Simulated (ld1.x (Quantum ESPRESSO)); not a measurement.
# Pd: variants of one TM potential

Base potential:

```json
{"Element": "Pd", "Generator": "ld1.x (Quantum ESPRESSO) 7.5", "Type": "norm-conserving Troullier–Martins (Kleinman–Bylander form)", "Functional": "LDA (PZ)", "Relativity": "scalar-relativistic", "Frozen core": "[Kr]", "Valence charge": "10", "Reference configuration": "4d7 5s0 5p0 (charge +3)", "Partial waves": "5p (bound, empty): rc 1.90 bohr; 4d (bound): rc 1.15 bohr; 5s (bound, empty): rc 2.25 bohr", "Local potential": "the s channel", "Core correction": "a·sin(br)/r model core, default radius (core density twice the valence density)"}
```

Cutoffs, loose and tight: the cutoffs (Ry, on a coarse ladder) from which the occupation-weighted sum of valence levels, in a spherical-Bessel basis at the reference potential, stays within 10 and 1 mRy of its value at 400 Ry. They do not see the model core or the augmentation charge, which bear on the density cutoff. Test errors are all-electron minus pseudo excitation energies from the reference, over the configurations 4d10 5s0 5p0; 4d9 5s0 5p0; 4d8 5s0 5p0; 4d8 5s1 5p0; 4d9 5s0 5p1; 4d6 5s0 5p0; 4d9 5s1 5p0 (two spin-polarised tests are not counted in the largest error). A dash means not determined; rows that change the core or the reference have their own tests. The largest error is taken over the tests solved by every variant that gives reliable tests at all: 4d10 5s0 5p0; 4d6 5s0 5p0; 4d8 5s1 5p0; 4d9 5s0 5p0; 4d9 5s1 5p0.

A true bound ghost makes a file unfit for plane-wave use even where its test errors are small: the radial tests pick states by their node count and pass the ghost by. Where a test does run into it, the solver fails or the error is huge.

```tsv
change	outcome	cutoff, loose	cutoff, tight	bound ghosts	largest test error (meV)
base	generated	80 Ry	100 Ry	p	-1211
all radii but the core radius scaled by about 0.81 (s 1.82, p 1.54, d 0.92 bohr)	generated	180 Ry	300 Ry	p	-1086
all radii but the core radius scaled by about 0.86 (s 1.94, p 1.64, d 1.00 bohr)	generated	140 Ry	230 Ry	p	-1164
all radii but the core radius scaled by about 1.10 (s 2.48, p 2.10, d 1.26 bohr)	generated	70 Ry	90 Ry	none	-1203
all radii but the core radius scaled by about 1.25 (s 2.80, p 2.36, d 1.44 bohr)	generated	70 Ry	90 Ry	none	-1176
all radii but the core radius scaled by about 1.34 (s 3.00, p 2.54, d 1.54 bohr)	generated	70 Ry	90 Ry	none	-1160
```

Reading the sweep of the scale of all radii but the core radius (base = 1) (base included, trends over the rows without a ghost): Bound ghosts are found at 0.81, 0.86, 1.
